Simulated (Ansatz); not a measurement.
Input file for C$_{2}$H$_{10}$Ga$_{2}$O$_{2}$, SMILES `[CH3][Ga@H-]1[OH+][Ga@@H-]([CH3])[OH+]1`:

```yaml
crystal:
  periodic: [false, false, false]
  atoms:
    - {symbol: C, position_ang: [-0.139872, -2.441822, 0.230990]}
    - {symbol: Ga, position_ang: [1.185120, -1.109494, -0.312742]}
    - {symbol: O, position_ang: [0.301242, 0.194288, -1.500054]}
    - {symbol: Ga, position_ang: [0.132818, 1.639333, -0.168087]}
    - {symbol: C, position_ang: [-1.722707, 1.693024, 0.448750]}
    - {symbol: O, position_ang: [1.130494, 0.381299, 0.977719]}
    - {symbol: H, position_ang: [-0.353117, -3.137570, -0.583233]}
    - {symbol: H, position_ang: [0.214320, -3.021390, 1.086049]}
    - {symbol: H, position_ang: [-1.072635, -1.949939, 0.513804]}
    - {symbol: H, position_ang: [2.670043, -1.288804, -0.796247]}
    - {symbol: H, position_ang: [0.823032, 0.434436, -2.268582]}
    - {symbol: H, position_ang: [1.102701, 2.805538, -0.580668]}
    - {symbol: H, position_ang: [-2.083030, 0.680967, 0.643396]}
    - {symbol: H, position_ang: [-2.372317, 2.149219, -0.301168]}
    - {symbol: H, position_ang: [-1.813095, 2.271651, 1.370438]}
    - {symbol: H, position_ang: [1.997015, 0.699284, 1.239623]}
basis:
  gaussian: {orbitals: def2-SVP}
correlation: {method: ccsd_t}
```

```sh
$ ansatz run in.yaml --threads 2 --pin off --events-out ev --progress --plain --max-ram 22528MiB --backend cuda --devices 0, --max-vram 18GiB
```

The program prints (abridged):

```
Functional definition: HF
  name "HF"
  cite "Fock, Z. Phys. 61, 126 (1930) doi:10.1007/BF01340294"
  parent pbe
  exchange = exact_x
  correlation = 0
1716 factors; integrals over basis functions are off by at most 1.2e-3 eV
mean field evaluation 1: about -110941.0836 eV, gradient 5.2e1 eV
mean field evaluation 2: about -110941.0879 eV, gradient 5.2e1 eV
mean field evaluation 4: about -110947.0248 eV, gradient 4.4e0 eV
mean field evaluation 8: about -110947.0891 eV, gradient 1.7e-4 eV
mean field -110947.08913340 eV, -4077.2303230144 hartree, gradient 2.2e-6 eV, S^2 0.000000; 0 other end points of the search recorded, 0 dependent functions left out
22 core orbitals not correlated: weight in the atoms' cores, before any rotation towards them, 1.000 or more for the frozen orbitals, at most 0.000 for the correlated occupied ones
reference -110947.08913340 eV, -4077.2303230144 hartree; 28, 28 occupied and 120, 120 virtual orbitals, 1716 factors
second order -30.45208255 eV of doubles, -0.00000000 eV of singles
cycle   1  -30.24675870 eV  change    2.1e-1 eV  update   1.4e-1
cycle   2  -31.17763942 eV  change   -9.3e-1 eV  update   3.9e-2
cycle   3  -31.35321619 eV  change   -1.8e-1 eV  update   1.8e-2
cycle   4  -31.34345017 eV  change    9.8e-3 eV  update   3.6e-3
cycle   5  -31.34376403 eV  change   -3.1e-4 eV  update   1.4e-3
cycle   6  -31.34391755 eV  change   -1.5e-4 eV  update   3.3e-4
cycle   7  -31.34378923 eV  change    1.3e-4 eV  update   1.4e-4
cycle   8  -31.34375832 eV  change    3.1e-5 eV  update   3.7e-5
perturbative correction -0.88466459 eV, -0.0325108242 hartree
Total energy: -110979.31755631 eV, -4078.4146957111 hartree
```

It took 4.9 s on 2 threads of an AMD EPYC 7R13 on a shared host and a share of an NVIDIA H100 80 GB, with 0.99 GiB of host memory at the peak.

Correlation energy per correlated electron: -0.576 eV. T1 diagnostic: 0.0114.
